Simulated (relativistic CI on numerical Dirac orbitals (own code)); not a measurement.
## Spin-allowed bands of a d7 ion in a tetrahedral site, by hand

Problem. Take Δ = 4100 cm⁻¹ and B = 950 cm⁻¹ for a d7 ion in a tetrahedral site. Calculate the three spin-allowed bands.

Working.
1. The terms of highest spin are 4F (energy 0) and 4P (15B = 14250 cm⁻¹). Here the F term splits into A2 at −1.2Δ = -4920, T2 at −0.2Δ = -820 and T1 at +0.6Δ = 2460 cm⁻¹.
2. The two T1 states mix through the element 0.4Δ: H = [[2460, 1640], [1640, 14250]], with roots ½(H₁₁ + H₂₂) ∓ ½√[(H₂₂ − H₁₁)² + 4H₁₂²] = ½(16710) ∓ ½(12238) = 2236 and 14474 cm⁻¹.
3. The ground term is 4A2 at -4920 cm⁻¹.
4. Bands: 4T2 4100 cm⁻¹ (2439 nm), 4T1(F) 7156 cm⁻¹ (1397 nm), 4T1(P) 19394 cm⁻¹ (516 nm).

Check. Exact diagonalisation of the whole d7 shell with these parameters gives 4T2 4100, 4T1 7156, 4T1 19394 cm⁻¹. The match is exact, since without spin-orbit coupling no other term has this spin. The ratio of the second band to the first, 1.745, depends on Δ/B = 4.3 alone, which is how a Tanabe-Sugano diagram is read.
